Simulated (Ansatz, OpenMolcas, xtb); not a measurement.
**How methods differ on C2H5AlBN (SMILES B[C]1=C[NH][AlH]1)**

The species is C2H5AlBN (10 atoms), meant as a singlet with charge 0. SMILES: `B[C]1=C[NH][AlH]1`. The coordinates come from a PBE0-D4/def2-TZVP relaxation.

Each level gives the HOMO–LUMO gap (eV). The values are calculated.

| level | kind | program | value (eV) | CPU time |
| --- | --- | --- | --- | --- |
| GFN0-xTB | semi-empirical | xtb | 3.43 | under 2 s |
| HF/6-31G* (spherical functions) | Hartree–Fock | OpenMolcas | 9.82 | 7.7 s |
| SVWN5/6-31G* (spherical functions) | LDA | Ansatz | 2.75 | 5.1 s |
| BLYP/6-31G* (spherical functions) | GGA | Ansatz | 2.71 | 7.5 s |
| PBE/6-31G* (spherical functions) | GGA | Ansatz | 2.79 | 7.5 s |
| M06-L/6-31G* (spherical functions) | meta-GGA | OpenMolcas | 3.29 | 41 s |
| BHLYP/6-31G* (spherical functions) | global hybrid | Ansatz | 6.36 | 9.9 s |
| r2SCAN0/6-31G* (spherical functions) | hybrid meta-GGA | Ansatz | 4.96 | 17 s |
| wB97M-V/6-31G* (spherical functions) | range-separated hybrid | Ansatz | 8.43 | 1.7 min |
| B2PLYP/6-31G* (spherical functions) | double hybrid | Ansatz | 6.54 | 13 s |

The values span 2.71 to 9.82 eV. Orbital gaps aren't excitation energies, and those of double hybrids come from the SCF part alone; they tend to grow with the share of exact exchange. CPU times are rough (shared hosts, several kinds of processor and program).
